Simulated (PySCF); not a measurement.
C3H4BFO, SMILES OB1C=C[C@H]1F. Coordinates come from a PBE-D3(BJ)/def2-SVP optimisation. The structure was generated by enumeration; whether it is a known compound was not checked. One conformer was computed; it need not be the lowest.

All values below come from PBE-D3(BJ)/def2-SVP in PySCF 2.14.0.

Harmonic wavenumbers (cm⁻¹): 122, 195, 332, 429, 564, 572, 638, 749, 825, 898, 953, 975, 988, 1060, 1093, 1114, 1249, 1300, 1470, 1523, 2986, 3057, 3153, 3725. Rotational constants (GHz): 4.987, 3.734, 2.278; symmetry number 1.

Task: Work out the zero-point energy and the ideal-gas rigid-rotor harmonic-oscillator thermochemistry at 298.15 K and 1 atm.

Result: ZPE = ½ Σ hcν = ½ × 29971 cm⁻¹ = 42.85 kcal/mol. H − E(el) = 47.02 kcal/mol. Entropy in cal/(mol K): translation 39.26, rotation 26.43, vibration 9.95, total 75.64. G − E(el) = 24.47 kcal/mol. Cp = 22.32 cal/(mol K). Modes under 150 cm⁻¹ make the vibrational entropy uncertain.
